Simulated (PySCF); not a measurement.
## Atomic charges against the basis set

C2H8Si2.
SMILES with atom numbers: `[CH2:1]1[SiH2:2][CH2:3][SiH2:4]1` (hydrogens: H5, H6 on C1; H7, H8 on Si2; H9, H10 on C3; H11, H12 on Si4)

PBE0 throughout (PySCF), one geometry, spherical d and f functions. Isolated species at its PBE0-D3(BJ)/def2-SVP geometry, gas phase. Atoms taken as equivalent share a column and are averaged.

Mulliken charges (e):

```tsv
basis	functions	C1/C3	Si2/Si4	H5/H6/H9/H10	H7/H8/H11/H12
STO-3G	36	-0.460	+0.583	+0.062	-0.123
6-31G	60	-0.954	+0.731	+0.222	-0.110
pcSseg-0	60	-1.432	+0.954	+0.293	-0.054
6-31G*	80	-0.781	+0.493	+0.216	-0.071
cc-pVDZ	104	-0.355	+0.311	+0.073	-0.051
def2-SVP	104	-0.538	+0.477	+0.102	-0.071
6-311+G(2d,p)	172	-0.764	+0.584	+0.158	-0.068
aug-cc-pVDZ	172	+0.327	-0.354	-0.299	+0.313
def2-TZVP	184	-0.481	+0.248	+0.142	-0.026
IGLO-III	238	-0.861	+0.901	+0.167	-0.188
cc-pVTZ	240	-0.403	+0.267	+0.107	-0.039
```

IAO charges (e):

```
        basis  functions   C1/C3  Si2/Si4  H5/H6/H9/H10  H7/H8/H11/H12
       STO-3G         36  -0.757   +0.746        +0.125         -0.119
        6-31G         60  -0.801   +0.626        +0.171         -0.084
     pcSseg-0         60  -0.825   +0.638        +0.173         -0.080
       6-31G*         80  -0.834   +0.739        +0.164         -0.117
      cc-pVDZ        104  -0.830   +0.732        +0.164         -0.115
     def2-SVP        104  -0.833   +0.752        +0.161         -0.121
6-311+G(2d,p)        172  -0.860   +0.768        +0.169         -0.122
  aug-cc-pVDZ        172  -0.840   +0.735        +0.167         -0.115
    def2-TZVP        184  -0.866   +0.777        +0.169         -0.125
     IGLO-III        238  -0.866   +0.777        +0.169         -0.125
      cc-pVTZ        240  -0.859   +0.763        +0.169         -0.121
```

**Question.** Which scheme is steadiest as the basis changes?

**Answer.** Largest range over the bases for any column: IAO 0.15 e, Mulliken 1.76 e. IAO charges move least and Mulliken charges most, counted in e. Without the minimal STO-3G basis the ranges are IAO 0.15, Mulliken 1.76 e.

**Question.** How much do the charges still move between the two largest bases, IGLO-III and cc-pVTZ?

**Answer.** At most, over all atoms: Mulliken 0.634 e, IAO 0.014 e.

**Question.** What do the same runs give for the total energy and the frontier levels?

**Answer.** 
```csv
basis,energy (Eh),HOMO (eV),LUMO (eV)
STO-3G,-652.0526,-5.43,7.24
6-31G,-659.5423,-7.62,0.37
pcSseg-0,-658.7938,-8.00,0.27
6-31G*,-659.6238,-7.54,0.34
cc-pVDZ,-659.6564,-7.58,0.39
def2-SVP,-659.4234,-7.66,0.41
"6-311+G(2d,p)",-659.7051,-7.68,-0.27
aug-cc-pVDZ,-659.6632,-7.63,-0.29
def2-TZVP,-659.7136,-7.66,-0.04
IGLO-III,-659.7180,-7.66,0.03
cc-pVTZ,-659.7158,-7.65,0.10
```
